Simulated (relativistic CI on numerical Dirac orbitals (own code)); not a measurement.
## Co²⁺: from the plainest model towards the measured levels

Calculated with a relativistic CI code on KLI orbitals (one set per configuration, finite nucleus), adding one ingredient at a time: step 1, Dirac-Coulomb, each configuration alone; step 2, with Breit and QED terms; step 3, with configuration mixing; step 4, with scaled Slater integrals (0.85); step 5, with a P86 correlation estimate; step 6, tied to the ionisation limit. P86 is a density functional for the correlation energy, evaluated here for each configuration and added to its levels. Step 6 is semi-empirical: configurations made of the next ion and one excited electron move by 7675 cm⁻¹, so that their limit matches the tabulated ionisation energy, and those with a non-penetrating f or g electron also take the P86 value of the least penetrating other one.

Configurations in the expansion (outside the closed core [Ne] 3s2): 3p6 3d7, 3p6 3d6 4s, 3p6 3d6 4p, 3p6 3d6 5s, 3p6 3d6 4d, 3p6 3d6 5p, 3p6 3d5 4s 4p, 3p6 3d6 4f, 3p6 3d6 5d, 3p6 3d6 5f, 3p5 3d8, 3p6 3d5 4s2, 3p6 3d4 4s2 4p, 3p6 3d4 4s2 5s, 3p6 3d4 4s2 4d, 3p6 3d4 4s2 5p, 3p6 3d4 4s2 4f.

Computed minus measured energy above the ground level, in cm⁻¹, for 17 of the 61 excited levels that pair in every step (one J of a term; a digit in brackets numbers repeated terms):

```tsv
Configuration	Term	J	Measured	Step 1	Step 2	Step 3	Step 4	Step 5	Step 6
3p6 3d7	a 4F	7/2	841	1	-32	-45	-45	-45	-44
3p6 3d7	a 4P	5/2	15202	4031	4056	3434	655	681	705
3p6 3d7	a 2G	9/2	16978	2203	2176	2550	-262	-274	-287
3p6 3d7	a 2P	3/2	20195	5186	5238	5529	1779	1770	1761
3p6 3d7	a 2H	11/2	22720	2822	2728	2879	-853	-858	-863
3p6 3d7	a 2D2	5/2	23059	4603	4616	4847	806	799	790
3p6 3d7	a 2F	5/2	37021	7245	7266	7038	530	542	552
3p6 3d6 4s	a 6D	9/2	46438	-10876	-10661	-10127	-7167	-2243	5413
3p6 3d6 4s	a 4D	7/2	55729	-7890	-7672	-7364	-6241	-1313	6343
3p6 3d6 4s	b 4P	5/2	70934	-5401	-5097	-4553	-6130	-1207	6448
3p6 3d6 4s	a 4H	13/2	71623	-8372	-8289	-7753	-8902	-3978	3678
3p6 3d6 4s	b 4F	9/2	73286	-6372	-6151	-5654	-7372	-2448	5208
3p6 3d6 4s	a 4G	11/2	76519	-6780	-6628	-6173	-8311	-3386	4270
3p6 3d6 4s	b 2P	3/2	76791	-3543	-3267	-2909	-5558	-633	7022
3p6 3d6 4s	b 2H	11/2	77412	-6560	-6477	-6114	-8322	-3396	4260
3p6 3d6 4p	z 6D°	9/2	98290	-13527	-13382	-12938	-9580	-3788	3864
3p6 3d6 4p	z 6F°	11/2	103245	-13126	-12990	-12498	-9905	-4114	3537
```

Mean absolute errors in cm⁻¹, over all paired levels and for the configurations:

```
Configuration, levels  Step 1  Step 2  Step 3  Step 4  Step 5  Step 6
              all, 61    7017    6887    6541    6144    2304    3767
          3p6 3d7, 15    3419    3401    3371     596     603     610
       3p6 3d6 4s, 37    6942    6769    6321    7529    2604    5052
        3p6 3d6 4p, 9   13323   13185   12724    9699    3908    3743
```

Measured levels: Sugar and Corliss, J. Phys. Chem. Ref. Data 10, 1097 (1981). Some J values or terms of the table were assigned by a fit.

Question: What does each ingredient do to the ground and the excited configurations, and where is the model closest to experiment?

Answer: Terms of the ground configuration are off by 3419 at first, 3371 with mixing and 596 after scaling, which stands in for the correlation that narrows term splittings. The Breit and QED terms change the top of the ground term (measured 1867) from 1891 to 1813. Mixing lowers the ground level by 638; relative to it the configurations that move most are 3p6 3d6 4p by +462, 3p6 3d6 4s by +448. The P86 estimate moves 3p6 3d6 4p by +5792, 3p6 3d6 4s by +4925, and takes the mean absolute error of the excited configurations from 7954 to 2859. Step 6 takes that error from 2859 to 4796; it grows for 3p6 3d6 4s. The shift fits the limit, so it does little for low levels whose errors differ from those near the limit. The mean absolute error is lowest at step 5 (2304 cm⁻¹), and the largest single drop is from step 4 to 5 (6144 to 2304).
